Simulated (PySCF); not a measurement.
**Excitation energy of Sm⁺ by level of theory**

Sm⁺ [Xe] 4f6 6s1 (8F) → Sm⁺ [Xe] 4f7 (8S), as a difference of total energies. Calculation: PySCF 2.14, in cc-pVDZ-X2C (8s7p5d3f1g, 84 functions); the spin-free X2C one-electron Hamiltonian (Gaussian nucleus). Correlated levels: valence: [Kr] 4d10 frozen. The calculations carry no spin-orbit coupling.

| method | excitation energy (eV) |
| --- | --- |
| UHF | 4.899 |
| MP2 (valence) | 2.599 |
| SCS-MP2 (valence) | 3.751 |
| CCSD (valence) | 3.181 |
| CCSD(T) (valence) | 2.979 |

Question: How much does correlation contribute at CCSD(T) (valence)?

Answer: 2.979 − (4.899) = -1.920 eV, measured against UHF.

A first-order spin-orbit estimate (lowest level to lowest level, LS coupling) adds 0.307 eV.
